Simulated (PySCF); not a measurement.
Sb(F)2(Et) (C₂H₅F₂Sb), SMILES [CH2]([Sb]([F])[F])C.

The structure is a stationary point at PBE0-D3(BJ)/def2-SVP. The structure was generated by enumeration; whether it is a known compound was not checked. The def2 effective core potentials stand for the cores of Sb; spin–orbit coupling is left out. Other conformers were not sampled.

Computed with PBE/def2-TZVP (PySCF).

The molecule is in vacuum.

Estimate the frontier levels, gap, dipole moment and polarisability. (Estimate from the structure and the level; the computed values follow.)


The highest occupied level is -6.43 eV and the lowest empty level comes out as -2.18 eV. The orbital gap is 4.25 eV and the dipole moment is 3.29 D. The quadrupole, principal values (traceless, Buckingham form, about the centre of nuclear charge) comes out as -4.24, -0.26, 4.50 D·Å and the mean static polarisability is 64.0 bohr³ (9.48 Å³). The polarisability, principal values is 56.4, 57.6, 77.9 bohr³.
